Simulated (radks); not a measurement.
The mean radii <r> (bohr) of the occupied orbitals of an atom or ion are listed with their occupations. Calculated with a radial shooting solver on a logarithmic mesh with Libxc functionals: scalar-relativistic Kohn-Sham, B86b exchange with PBE correlation, spin-polarised, spherical densities, finite nucleus; Fermi nuclear charge, rms radius of each element as measured or else 0.836 A^(1/3) + 0.57 fm.

orbital  occ.      <r>
1s down     1  0.03111
1s up       1  0.03111
2s up       1   0.1349
2s down     1   0.1349
2p up       3   0.1177
2p down     3   0.1177
3s up       1   0.3685
3s down     1   0.3685
3p up       3   0.3675
3p down     3   0.3675
3d up       5   0.3457
3d down     5   0.3457
4s up       1   0.9061
4s down     1   0.9052
4p up       3   0.9867
4p down     3   0.9863
4d up       5    1.245
4d down     3    1.253

Name the element and its charge. Open shells, if any, are filled with parallel spins first.

Answer. Z = 47, silver, charge +3: Ag3+ in [Kr] 4d8. The 1s radius gives Z: for a bare nucleus <r> = (2 gamma + 1)/(2Z) with gamma = sqrt(1 - (Z/c)^2), 0.03062 bohr for Z = 47, and screening makes it slightly larger (0.03111 here). The occupations add up to 44, and the charge is Z minus that.
